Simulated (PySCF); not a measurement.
How methods differ on the ionisation energy of Ca(15+)

Ca(15+) [He] 2s2 2p1 [2p1/2^1, M_J = 1/2] → Ca(16+) [He] 2s2, as a difference of total energies. All numbers are calculated (PySCF 2.14, the two-component X2C-1e Hamiltonian, in an even-tempered Gaussian basis (17 s from 3 bohr⁻², ratio 2.4; 11 p from 3.9 bohr⁻², ratio 2.4; 5 d from 14 bohr⁻², ratio 2.6; 5 f from 21 bohr⁻², ratio 2.6)). Correlated levels: nothing frozen; the 34 highest virtual spinors dropped. "Screened" scales the spin-orbit matrix elements by Boettger's factors to mimic the two-electron term; Breit and QED terms are absent.

```
                    method  ionisation energy (eV)
           GHF (spin-free)                  972.15
          GMP2 (spin-free)                  971.88
 GHF (screened spin-orbit)                  975.34
GMP2 (screened spin-orbit)                  975.07
```

Problem. How much does correlation contribute at GMP2 (screened spin-orbit)?

Solution. 975.07 − (975.34) = -0.27 eV, measured against GHF (screened spin-orbit).

For comparison: 973.7 ± 0.3 eV (semi-empirical (NIST evaluation); NIST Atomic Spectra Database, ionization energies).
